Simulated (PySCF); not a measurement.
Compound: propargyl bromide, C3H3Br.
Structure used (PBE0-D3(BJ)/def2-SVP), in Å, numbered top down from 1:
```
atom  x, y, z in Å
C1     1.7440   -0.2986   -0.1848
C2     0.5509   -0.1653   -0.0307
C3    -0.8728   -0.0232    0.1623
Br4   -1.5721    1.6376   -0.5977
H5     2.8035   -0.4150   -0.3218
H6    -1.1338   -0.0012    1.2288
H7    -1.4278   -0.8363   -0.3247
```

The computed photoelectron lines, unassigned: C 1s: 290.73 (area 1), 291.23 (area 1), 292.90 (area 1) eV.

Theory: delta-SCF UKS SCAN, pcX-2 on the ionised atom, pcseg-1 elsewhere, spin-free X2C (PySCF). Isolated species at its PBE0-D3(BJ)/def2-SVP geometry, gas phase.

Problem. Assign the C 1s lines to atoms.

Solution. 290.73 eV: C1 (terminal alkyne carbon); 291.23 eV: C2 (alkyne carbon); 292.90 eV: C3 (sp3 C–Br carbon). The listed C 1s values span 2.17 eV, from C1 (bonded to C (triple bond) and H) to C3 (bonded to Br, C and 2 H). Summing the Pauling electronegativity differences to the bonded atoms, each weighted by its formal bond order, gives -0.35 for the lowest site and -0.29 for the highest; the largest sum, 0.00, belongs to C2, 1.67 eV below the top.

Bonded neighbours of each site: C1: C (triple bond) and H; C2: C (triple bond) and C; C3: Br, C and 2 H.

Problem. What is the longest wavelength that can ionise C 1s of C3 vertically?

Solution. λ = hc/E = 12398.42 eV Å / 292.90 eV = 42.330 Å.

Spin contamination (⟨S²⟩ against 0.75 for a pure doublet) is marked for C 1s of C2 (0.87), which makes this value less certain. No level of bromine is listed.
